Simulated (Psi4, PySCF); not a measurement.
Intermolecular potential of CO2 ··· CH4S (SMILES O=C=O and CS). Monomers: optimised at B3LYP-D3(BJ) (def2-TZVP), held rigid. Orientation: a higher rigid-body minimum at GFN2-xTB. Only R, the distance of the centres of mass, is varied, so the lowest point isn't the relaxed dimer.

Geometry at R = 4.55 Å (first 3 atoms: monomer A):
```
9

O     -1.1223     0.2923     0.0000
C      0.0000     0.0000     0.0000
O      1.1223    -0.2923     0.0000
C      3.3051    -4.0270     1.9200
S      1.8859    -2.9266     2.2344
H      3.1621    -4.8953     2.5608
H      3.3281    -4.3564     0.8835
H      4.2444    -3.5466     2.1852
H      2.2391    -1.9530     1.3797
```

Computed with: RKS-M06-2X/6-31G* = restricted M06-2X/6-31G*, spherical d, no counterpoise correction run with PySCF 2.14.0; MP2/aug-cc-pVDZ = Psi4 with DF-MP2/aug-cc-pVDZ, frozen core, counterpoise-corrected; SAPT0/jun-cc-pVDZ, frozen core (Psi4).

Interaction energies in kJ/mol:

```tsv
R / Å	RKS-M06-2X/6-31G*	MP2/aug-cc-pVDZ
3.95	14.10	17.80
4.18	0.44	3.30
4.37	-3.68	-1.71
4.55	-4.80	-3.56
4.72	-4.78	-4.03
4.95	-4.21	-3.79
5.26	-3.27	-3.00
5.52	-2.49	-2.36
6.05	-1.20	-1.41
6.74	-0.53	-0.76
7.73	-0.26	-0.36
9.07	-0.13	-0.15
```

**Question.** What does SAPT0/jun-cc-pVDZ give at the same points?

**Answer.** 3.95: 18.41; 4.18: 3.90; 4.37: -1.22; 4.55: -3.19; 4.72: -3.74; 4.95: -3.62; 5.26: -2.96; 5.52: -2.39; 6.05: -1.50; 6.74: -0.85; 7.73: -0.42; 9.07: -0.19 (kJ/mol).
